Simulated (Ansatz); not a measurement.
A nudged elastic band was laid between two geometries of Cl2H4O2SiTi + H2 (12 atoms, charge 0, multiplicity 1).

All numbers below come from RHF/def2-SVP (Ansatz).

| Property | Result |
| --- | --- |
| movable images | 7 |
| climbing image | yes |
| spring | 5.0 eV/Å² |
| optimiser | quadratic models (default) |
| start path | through a guess of the saddle point |
| force threshold | 0.05 eV/Å |
| iteration limit | 60 |
| end points | relaxed |

First end point:

```xyz
12
Properties=species:S:1:pos:R:3
Ti -0.561 -0.508 -0.077
O -0.798 -0.524 1.630
H -0.676 -0.579 2.564
O 1.056 -1.003 -0.469
Si 2.615 -1.446 -0.859
H 2.569 -2.627 -1.741
H 3.274 -0.318 -1.543
H 3.336 -1.774 0.388
Cl -0.867 1.556 -0.853
Cl -1.987 -1.911 -1.045
H 1.559 2.596 1.137
H 2.129 2.629 1.620
```

Last end point:

```xyz
12
Properties=species:S:1:pos:R:3
Ti -0.055 0.293 -0.162
O 0.145 0.069 2.036
H -0.580 -0.365 2.470
O 1.412 -0.614 -0.434
Si 2.781 -1.381 -0.976
H 2.400 -2.604 -1.710
H 3.537 -0.472 -1.861
H 3.617 -1.740 0.190
Cl -0.507 1.239 -2.128
Cl -2.021 -0.801 0.320
H 0.380 1.767 0.383
H 0.540 0.700 2.622
```

(1) What changes between the two ends?

(2) What energy profile does the band end with?

(3) What is the geometry of the highest image?

## Answers

(1) Bonds broken: H11–H12. Bonds formed: Ti1–H11, O2–H12. Cl2H4O2SiTi + H2 becomes Cl2H6O2SiTi.

(2) The run converged. The highest image is number 5 of 0 to 8, 2.16 eV above the first end and 1.44 eV above the last; the last end lies 0.72 eV above the first. Neighbouring images differ by up to 1.6 eV, so the band resolves the path poorly. A vibrational analysis at the climbing image gives one clearly imaginary mode, 1846i cm⁻¹: a first-order saddle point. The orbitals stay closed-shell, which can raise the energy where a bond breaks towards radicals; this wasn't checked here.

```tsv
image	path coordinate (Å)	energy (eV)	H11–H12 (Å)	Ti1–H11 (Å)	O2–H12 (Å)
0	0.00	0.00	0.75	3.95	4.30
1	0.96	0.00	0.75	3.97	4.15
2	1.91	0.01	0.75	3.68	3.46
3	2.87	0.11	0.74	3.24	2.59
4	3.83	0.60	0.75	2.49	1.98
5	4.78	2.16	1.01	1.89	1.21
6	5.65	0.91	1.92	1.66	0.95
7	6.51	0.72	2.42	1.63	0.95
8	7.38	0.72	2.49	1.63	0.95
```

(3) 
```xyz
12
Properties=species:S:1:pos:R:3:forces:R:3
Ti 0.035 0.182 0.089 0.01 0.01 0.00
O 0.099 0.095 2.057 0.00 0.00 0.01
H -0.636 -0.150 2.604 0.00 0.00 0.00
O 1.498 -0.522 -0.455 -0.02 -0.03 0.00
Si 2.742 -1.481 -1.048 0.01 0.01 0.00
H 2.209 -2.307 -2.146 0.00 0.00 0.00
H 3.815 -0.595 -1.533 0.00 0.00 0.00
H 3.231 -2.331 0.052 0.00 0.00 0.00
Cl -0.722 1.557 -1.499 0.00 0.00 0.00
Cl -1.583 -1.380 0.036 0.00 0.00 0.00
H 0.590 1.801 0.900 0.00 0.00 0.00
H 0.368 1.222 1.695 0.00 0.00 0.00
```

Time of the run: 12 min on 4 threads of Arm Neoverse V1 (shared host), peak memory 0.48 GiB.
